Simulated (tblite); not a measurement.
A tight-binding relaxation on `S=C1C[C@H]([GeH]([F])[F])CC1`.

Computed with GFN2-xTB geometry optimisation, gas phase (tblite 0.8.0). Start geometry: from a force field or distance geometry. A driver script takes a list of jobs; this job's settings line and coordinates (Å) are shown.

Command:
```bash
OMP_NUM_THREADS=1 python probes_run.py task.json out
```

Input:
```
{"job": {"kind": "relax", "xc": "GFN2-xTB", "basis": "xTB"}, "charge": 0, "multiplicity": 1}
F      3.395500     1.058300     0.588600
Ge     2.257800    -0.065400    -0.150300
F      2.531700    -1.695100     0.430100
C      0.453300     0.523900     0.226600
C     -0.331300    -0.467400     1.066100
C     -1.667500    -0.687400     0.409800
C     -1.719400     0.456500    -0.551500
S     -2.865100     1.229800    -0.916900
C     -0.308300     0.623000    -1.044100
H      2.415700     0.002200    -1.689600
H      0.440600     1.517000     0.742600
H     -0.425100    -0.109400     2.107900
H      0.249600    -1.411200     1.137400
H     -1.620500    -1.597000    -0.220900
H     -2.506900    -0.690300     1.128500
H     -0.150200    -0.256000    -1.690800
H     -0.156900     1.580400    -1.583500
```

Output:
```
step      E/eV     max force
  0    -801.14336   13.742
  1    -801.44511    8.988
  2    -802.12655    4.311
  3    -802.31199    2.275
  4    -802.37143    0.549
  5    -802.40654    0.535
  6    -802.47400    0.499
  7    -802.49125    0.448
  8    -802.52779    0.528
  9    -802.55170    0.672
... (149 lines left out)
159    -802.83122    0.045
160    -802.83163    0.031
161    -802.83180    0.043
162    -802.83201    0.029
163    -802.83225    0.026
164    -802.83240    0.023
165    -802.83252    0.018
166    -802.83257    0.021
167    -802.83260    0.014
168    -802.83262    0.009
```

«max force» is the largest atomic force in eV/Å.

Question: From which step on does the largest force stay under 0.1 eV/Å, and how much energy is left to gain from there?

Answer: From step 156 (0.086 eV/Å), 3.8 meV above the end.

Main results: energy lowered by 39.0 kcal/mol over 168 steps; largest atomic force 0.009 eV/Å at the end.

Question: Where do the atoms end?

Answer: 0.923 Å rms from the input after alignment:
```
atom  x, y, z in Å
F1     3.0303   -0.3992    1.3328
Ge2    2.3689    0.1727   -0.1787
F3     2.4344   -1.2877   -1.1351
C4     0.4194    0.5636    0.1037
C5    -0.2124   -0.4655    1.0470
C6    -1.7090   -0.3296    0.7646
C7    -1.7973    0.1173   -0.6611
S8    -3.1574    0.2395   -1.5265
C9    -0.4254    0.4446   -1.1640
H10    3.4843    1.0193   -0.7433
H11    0.3151    1.5659    0.5233
H12    0.0437   -0.2844    2.0897
H13    0.1270   -1.4698    0.7785
H14   -2.2691   -1.2502    0.9299
H15   -2.1599    0.4396    1.3990
H16   -0.0820   -0.3982   -1.7755
H17   -0.4175    1.3341   -1.7943
```

On an Intel Xeon with one thread, shared host with 64 logical CPUs at a one-minute load of 60, this took 2.4 s.
Labels such as C1 count atoms from 1, the log's own numbers from 0.
